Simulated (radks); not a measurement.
Question: Radial electron density D(r) = 4 pi r^2 rho(r) of an atom or ion with 30 electrons. Method: scalar-relativistic Kohn-Sham, exchange-only LDA, spin-polarised, spherical densities, point nucleus; computed with a radial shooting solver on a logarithmic mesh with Libxc functionals.

r (bohr)  D(r) (e/bohr)
0.00134           3.463
0.001511          4.239
0.001703          5.175
0.001921          6.302
0.002165          7.652
0.002461          9.376
0.002775          11.30
0.003129          13.56
0.003528          16.19
0.003977          19.22
0.004521          22.93
0.005097          26.86
0.005747          31.22
0.006479          35.96
0.007364          41.36
0.008303          46.62
0.009362          51.89
0.01056           56.96
0.0119            61.56
0.01353           65.66
0.01525           68.44
0.0172            69.98
0.01939           70.17
0.02186           69.07
0.02484           66.79
0.02801           64.18
0.03158           61.84
0.03561           60.60
0.04015           61.23
0.04563           64.45
0.05145           69.78
0.05801           76.55
0.06541           83.37
0.07375           88.47
0.08382           90.23
0.0945            87.57
0.1066            81.24
0.1201            73.11
0.1355            65.88
0.154             61.95
0.1736            62.90
0.1957            67.14
0.2207            71.60
0.2488            72.71
0.2828            67.54
0.3188            56.88
0.3595            43.12
0.4053            29.67
0.4606            18.57
0.5194            11.97
0.5856            8.160
0.6603            5.752
0.7444            3.844
0.8461            2.147
0.954             1.018
1.076            0.3834
1.213            0.1114
1.367           0.02426
1.554          0.003353
1.752         0.0003625

What is the nuclear charge?

Answer: Z = 54. The innermost maximum, from 1s, lies near gamma/Z bohr with gamma = sqrt(1 - (Z/c)^2) = 0.919, here 0.017 bohr (found: 0.0186), and its height grows with Z. The density is that of the xenon ion Xe24+ in [Ar] 3d10 4s2; the configuration itself is not fixed sharply by these data, and Z only to a few units. D(r) has 3 maxima, at r = 0.0186, 0.0825, 0.241 bohr, and minima at 0.0365, 0.159 bohr, inside which lie 1.99, 11.20 electrons.
